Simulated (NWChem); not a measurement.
System: BH3Se2; SMILES [SeH]B[SeH]

```xyz
6

B      0.0000     0.0000    -0.8466
H      0.0000     0.0000    -2.0482
Se    -1.6630     0.0000     0.1240
H     -2.5124     0.0000    -1.0763
Se     1.6630     0.0000     0.1240
H      2.5124     0.0000    -1.0763
```
Atoms are numbered in this order, from 1.

Structure relaxed at the PBE0/def2-SVP level.

Symmetry labels are those of C2v in the frame above (b1 and b2, or b-type labels, depend on it).

Question: List the 6 lowest vertical singlet excitations from BHandHLYP/6-31G* (spherical d), full TDDFT (NWChem).

Answer: 
```csv
state,energy (eV),oscillator strength,symmetry,leading excitation (squared amplitude)
S1,5.59,0.268,b1,HOMO → LUMO (0.97)
S2,5.72,0.000,a2,HOMO → LUMO+1 (0.92)
S3,6.56,0.004,b2,HOMO−2 → LUMO (0.95)
S4,6.57,0.000,b2,HOMO → LUMO+2 (0.51)
S5,6.81,0.043,a1,HOMO−1 → LUMO (0.91)
S6,6.95,0.000,a2,HOMO−3 → LUMO (0.92)
```
